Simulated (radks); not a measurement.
Problem. The mean radii <r> (bohr) of the occupied orbitals of an atom or ion are listed with their occupations. Calculated with a radial shooting solver on a logarithmic mesh with Libxc functionals: scalar-relativistic Kohn-Sham, LDA (Slater exchange, VWN5 correlation), spin-polarised, spherical densities, finite nucleus; Fermi nuclear charge, rms radius of each element as measured or else 0.836 A^(1/3) + 0.57 fm.

| orbital | occ. | <r> |
|---|---|---|
| 1s down | 1 | 0.01607 |
| 1s up | 1 | 0.01607 |
| 2s up | 1 | 0.06766 |
| 2s down | 1 | 0.06766 |
| 2p up | 3 | 0.06146 |
| 2p down | 3 | 0.06146 |
| 3s up | 1 | 0.1742 |
| 3s down | 1 | 0.1741 |
| 3p up | 3 | 0.1759 |
| 3p down | 3 | 0.1757 |
| 3d up | 5 | 0.1593 |
| 3d down | 5 | 0.1591 |
| 4s up | 1 | 0.3677 |
| 4s down | 1 | 0.3681 |
| 4p up | 3 | 0.3857 |
| 4p down | 3 | 0.3861 |
| 4d up | 5 | 0.3915 |
| 4d down | 5 | 0.3922 |
| 4f up | 4 | 0.3732 |

Name the element and its charge. Open shells, if any, are filled with parallel spins first.

Solution. Z = 82, lead, charge +32: Pb32+ in [Kr] 4d10 4f4. The 1s radius gives Z: for a bare nucleus <r> = (2 gamma + 1)/(2Z) with gamma = sqrt(1 - (Z/c)^2), 0.01587 bohr for Z = 82, and screening makes it slightly larger (0.01607 here). The occupations add up to 50, and the charge is Z minus that.
